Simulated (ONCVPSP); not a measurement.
Pseudopotential generation for Fe (Z = 26): ONCV, PBE, scalar-relativistic.

The input file (ONCVPSP 4.0.1):

```
# ATOM AND REFERENCE CONFIGURATION
# atsym  z   nc   nv     iexc    psfile
  Fe 26.00    3    4        4      upf
#
#   n    l    f
    1    0    2.00
    2    0    2.00
    2    1    6.00
    3    0    2.00
    3    1    6.00
    3    2    6.00
    4    0    2.00
#
# PSEUDOPOTENTIAL AND OPTIMIZATION
# lmax
    3
#
#   l,   rc,      ep,       ncon, nbas, qcut
    0    1.45    0.00    4    7    8.20
    1    1.00    0.00    3    7   11.70
    2    1.55    0.00    4    8   10.40
    3    1.00    0.29    3    7   10.20
#
# LOCAL POTENTIAL
# lloc, lpopt,  rc(5),   dvloc0
    3    5    1.00    0.00
#
# VANDERBILT-KLEINMAN-BYLANDER PROJECTORs
# l, nproj, debl
    0    2    2.10
    1    3    2.40
    2    2    1.60
    3    0    1.00
#
# MODEL CORE CHARGE
# icmod, fcfact, rcfact
    0    0.00    0.00
#
# LOG DERIVATIVE ANALYSIS
# epsh1, epsh2, depsh
   -5.00    5.00    0.04
#
# OUTPUT GRID
# rlmax, drl
    6.00    0.01
#
# TEST CONFIGURATIONS
# ncnf
    4
# nvcnf
#   n    l    f
    4
    3    0    2.00
    3    1    6.00
    3    2    6.00
    4    0    1.00
#
    4
    3    0    2.00
    3    1    6.00
    3    2    6.00
    4    0    0.00
#
    4
    3    0    2.00
    3    1    6.00
    3    2    5.00
    4    0    0.00
#
    4
    3    0    1.00
    3    1    6.00
    3    2    6.00
    4    0    2.00
#
```

Command:

```bash
oncvpsp.x < Fe.dat > Fe.out
```

Resulting log (shortened: citation, most of the input echo, consistency checks and plot data are left out):

```
ONCVPSP  (Optimized Norm-Conservinng Vanderbilt PSeudopotential)
scalar-relativistic version 4.0.1

#   n    l    f        energy (Ha)
    1    0    2.00    -2.5720573E+02
    2    0    2.00    -3.0124388E+01
    2    1    6.00    -2.5667700E+01
    3    0    2.00    -3.4550910E+00
    3    1    6.00    -2.2065344E+00
    3    2    6.00    -2.7580115E-01
    4    0    2.00    -1.9448241E-01

Reference configufation results
  iterations    29
  all-electron total energy (Ha)   -1.27244976D+03

Begin loop to  construct optimized pseudo wave functions
and semi-local pseudopoentials for all angular momenta

Calculating optimized projector #   1

 for l=   0

    Fraction of norm inside rc  0.965368
    Optimizing pswf for qcut=   8.20 a_B^-1,  ecut=  33.64 Ha
    Residual kinetic energy error=  3.02D-06 Ha

    Energy error per electron        Cutoff
         Ha          eV             Ha
         0.01000     0.27211        9.08
         0.00100     0.02721       20.56
         0.00010     0.00272       26.82
         0.00001     0.00027       31.13

Calculating optimized projector #   2

 for l=   0

    Fraction of norm inside rc  0.052392
    Optimizing pswf for qcut=   8.20 a_B^-1,  ecut=  33.64 Ha
    Residual kinetic energy error=  6.26D-06 Ha

    Energy error per electron        Cutoff
         Ha          eV             Ha
         0.01000     0.27211        6.84
         0.00100     0.02721       17.51
         0.00010     0.00272       26.53
         0.00001     0.00027       32.44

   Wellstate for l =  1  n =  4
     eigenvalue =   0.1935
     asymptotic potential =   0.6935
     half-point radius =  3.6475

   Wellstate for l =  1  n =  5
     eigenvalue =   2.5935
     asymptotic potential =   3.0935
     half-point radius =  2.6378

Calculating optimized projector #   1

 for l=   1

    Fraction of norm inside rc  0.709404
    Optimizing pswf for qcut=  11.72 a_B^-1,  ecut=  68.66 Ha
    Residual kinetic energy error=  3.00D-06 Ha

    Energy error per electron        Cutoff
         Ha          eV             Ha
         0.01000     0.27211       25.11
         0.00100     0.02721       31.40
         0.00010     0.00272       40.67
         0.00001     0.00027       61.51

Calculating optimized projector #   2

 for l=   1

    Fraction of norm inside rc  0.043991
    Optimizing pswf for qcut=  11.72 a_B^-1,  ecut=  68.66 Ha
    Residual kinetic energy error=  6.77D-07 Ha

    Energy error per electron        Cutoff
         Ha          eV             Ha
         0.01000     0.27211       19.15
         0.00100     0.02721       26.66
         0.00010     0.00272       33.09
         0.00001     0.00027       54.21

Calculating optimized projector #   3

 for l=   1

    Fraction of norm inside rc  0.046416
    Optimizing pswf for qcut=  11.72 a_B^-1,  ecut=  68.66 Ha
    Residual kinetic energy error=  2.71D-06 Ha

    Energy error per electron        Cutoff
         Ha          eV             Ha
         0.01000     0.27211       22.29
         0.00100     0.02721       29.45
         0.00010     0.00272       36.50
         0.00001     0.00027       61.79

   Wellstate for l =  2  n =  5
     eigenvalue =   1.3242
     asymptotic potential =   1.8242
     half-point radius =  4.5475

Calculating optimized projector #   1

 for l=   2

    Fraction of norm inside rc  0.793567
    Optimizing pswf for qcut=  10.40 a_B^-1,  ecut=  54.10 Ha
    Residual kinetic energy error=  1.93D-06 Ha

    Energy error per electron        Cutoff
         Ha          eV             Ha
         0.01000     0.27211       35.12
         0.00100     0.02721       41.79
         0.00010     0.00272       46.68
         0.00001     0.00027       51.33

Calculating optimized projector #   2

 for l=   2

    Fraction of norm inside rc  0.071746
    Optimizing pswf for qcut=  10.40 a_B^-1,  ecut=  54.10 Ha
    Residual kinetic energy error=  4.37D-06 Ha

    Energy error per electron        Cutoff
         Ha          eV             Ha
         0.01000     0.27211       32.76
         0.00100     0.02721       41.21
         0.00010     0.00272       47.14
         0.00001     0.00027       52.61

   Wellstate for l =  3  n =  4
     eigenvalue =   0.2900
     asymptotic potential =   0.7900
     half-point radius = 10.4898

Calculating optimized projector #   1

 for l=   3

    Fraction of norm inside rc  0.000022
    Optimizing pswf for qcut=  10.22 a_B^-1,  ecut=  52.19 Ha
    Residual kinetic energy error=  2.97D-08 Ha

    Energy error per electron        Cutoff
         Ha          eV             Ha
         0.01000     0.27211        0.78
         0.00100     0.02721        1.72
         0.00010     0.00272        5.50
         0.00001     0.00027       16.08

Construct Vanderbilt / Kleinmman-Bylander projectors

B matrix Hermiticity error, ll=   0
   1   2    2.9773E-04

  Orthonormal projector coefficients  1.0295E+01  3.4835E+00

B matrix Hermiticity error, ll=   1
   1   2    2.5888E-04
   1   3   -6.1610E-04
   2   3    9.9108E-05

  Orthonormal projector coefficients  6.4549E+00 -3.5171E+00  2.2098E+00

B matrix Hermiticity error, ll=   2
   1   2   -1.2224E-04

  Orthonormal projector coefficients -4.5769E+00 -2.1521E+00

Pseudoatom total energy -121.996793

Diagnostic tests using Vanderbilt-Kleinman-Bylander pseudopotentials
  1 or more projectors used as specified by nproj input data

   l    rcore       rmatch      e in        delta e   norm test  slope test

   0   1.4554740   1.4996653  -3.4550910   0.0000042   1.0001877   1.0001692
   0   1.4554740   1.4996653  -0.1944824   0.0000033   1.0000311   1.0000245

   1   1.0044531   1.0349504  -2.2065344   0.0000136   1.0001723   1.0002366
   1   1.0044531   1.0349504   0.1934656   0.0000184   1.0003848   1.0003848
   1   1.0044531   1.0349504   2.5934656   0.0000709   1.0005049   1.0005049

   2   1.5544696   1.6016667  -0.2758012  -0.0000024   1.0000926   1.0001007
   2   1.5544696   1.6016667   1.3241989   0.0000185   1.0001998   1.0001998

   3   1.0044531   1.0349504   0.2900000  -0.0000856   0.9999977   0.9999977

 Testing for bound ghosts
   n   l    E NL Schr. Eq   E Basis Diag.   E Cutoff

   1   0       -3.455087       -3.452579     89.91
   2   0       -0.194479       -0.101628     89.91

   2   1       -2.206521       -2.205434    299.83

   3   2       -0.275804       -0.273448    142.67

 Testing for highly-localized positive-energy ghosts
       l    <radius>/rc     E Basis Diag.   E Cutoff

Test configuration 0

   n   l     f        eae           eps        diff
   1   0  2.0000 -257.20572988
   2   0  2.0000  -30.12438750
   2   1  6.0000  -25.66770032
   3   0  2.0000   -3.45509099   -3.45508676    4.23D-06
   3   1  6.0000   -2.20653441   -2.20652084    1.36D-05
   3   2  6.0000   -0.27580115   -0.27580359   -2.44D-06
   4   0  2.0000   -0.19448241   -0.19447906    3.35D-06

    Total energies and differences
      AE_ref= -1.27244976D+03  AE_tst= -1.27244976D+03  dif=  0.00D+00
      PS_ref= -1.21996793D+02  PS_tst= -1.21996793D+02  dif= -2.13D-13
      PSP excitation error=  2.13D-13

Test configuration 1

   n   l     f        eae           eps        diff
   1   0  2.0000 -257.52143923
   2   0  2.0000  -30.43309633
   2   1  6.0000  -25.97699549
   3   0  2.0000   -3.76841372   -3.76871686   -3.03D-04
   3   1  6.0000   -2.52035344   -2.52055566   -2.02D-04
   3   2  6.0000   -0.58637748   -0.58682534   -4.48D-04
   4   0  1.0000   -0.45307640   -0.45296630    1.10D-04

    Total energies and differences
      AE_ref= -1.27244976D+03  AE_tst= -1.27212896D+03  dif=  3.21D-01
      PS_ref= -1.21996793D+02  PS_tst= -1.21676013D+02  dif=  3.21D-01
      PSP excitation error=  1.83D-05

Test configuration 2

   n   l     f        eae           eps        diff
   1   0  2.0000 -257.89188151
   2   0  2.0000  -30.79313517
   2   1  6.0000  -26.33789794
   3   0  2.0000   -4.13325749   -4.13426323   -1.01D-03
   3   1  6.0000   -2.88533696   -2.88606219   -7.25D-04
   3   2  6.0000   -0.94508788   -0.94627109   -1.18D-03

    Total energies and differences
      AE_ref= -1.27244976D+03  AE_tst= -1.27153351D+03  dif=  9.16D-01
      PS_ref= -1.21996793D+02  PS_tst= -1.21080697D+02  dif=  9.16D-01
      PSP excitation error=  1.53D-04

Test configuration 3

   n   l     f        eae           eps        diff
   1   0  2.0000 -258.60395753
   2   0  2.0000  -31.52836909
   2   1  6.0000  -27.07108001
   3   0  2.0000   -4.82036848   -4.82128012   -9.12D-04
   3   1  6.0000   -3.56325652   -3.56292590    3.31D-04
   3   2  5.0000   -1.58812892   -1.58441146    3.72D-03

    Total energies and differences
      AE_ref= -1.27244976D+03  AE_tst= -1.27027584D+03  dif=  2.17D+00
      PS_ref= -1.21996793D+02  PS_tst= -1.19823594D+02  dif=  2.17D+00
      PSP excitation error=  7.22D-04

Test configuration 4

   n   l     f        eae           eps        diff
   1   0  2.0000 -257.96707349
   2   0  2.0000  -30.79906804
   2   1  6.0000  -26.34977137
   3   0  1.0000   -4.05702291   -4.08152517   -2.45D-02
   3   1  6.0000   -2.79999802   -2.81537518   -1.54D-02
   3   2  6.0000   -0.82973449   -0.83065048   -9.16D-04
   4   0  2.0000   -0.52070609   -0.52128312   -5.77D-04

    Total energies and differences
      AE_ref= -1.27244976D+03  AE_tst= -1.26870581D+03  dif=  3.74D+00
      PS_ref= -1.21996793D+02  PS_tst= -1.18240150D+02  dif=  3.76D+00
      PSP excitation error= -1.27D-02
```

The run took about 4.5 s on one core of a shared server CPU.
